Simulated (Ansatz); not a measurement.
`C[SiH]([GeH3])C#N` + CH₄ → `C[SiH](C)C#N` + GeH₄  (formal exchange of groups at the Si–Ge bond)

Isolated molecules relaxed with PBE0-D4/def2-TZVP in Ansatz; ΔE leaves out vibrations. CCSD(T)/CBS is the MP2 limit (def2-TZVPP, def2-QZVPP) plus CCSD(T) − MP2 in def2-TZVPP, frozen cores. This one scheme is used for every species. Functionals use def2-TZVPP. For Ge outer-core shells are correlated without core-valence functions, which leaves a few kJ/mol of doubt a bond. Scalar relativity is left out up to krypton.

CCSD(T)/CBS gives +3.8 kcal/mol.

(1) Another level gave +2.8 kcal/mol. Which?
A. r2SCAN-D4/def2-TZVPP
B. HF/def2-TZVPP
C. revPBE/def2-TZVPP
D. B97M-V/def2-TZVPP

Largest T1 diagnostic among the species: 0.012.

Results:

(1) D. B97M-V 2.8, r2SCAN-D4 4.2, revPBE 5.6, HF/def2-TZVPP 1.1 kcal/mol.

From BLYP to BHLYP (50 % exact exchange), in def2-TZVPP and without D4, ΔE moves by −1.9 kcal/mol. Leaving LDA and LC-ωPBE aside and taking each functional with its dispersion term where it has one, the values, not all of them listed here, spread over 3.2 kcal/mol, from ωB97M-V to PBE-D4. LDA lies −1.2 kcal/mol from PBE without D4.
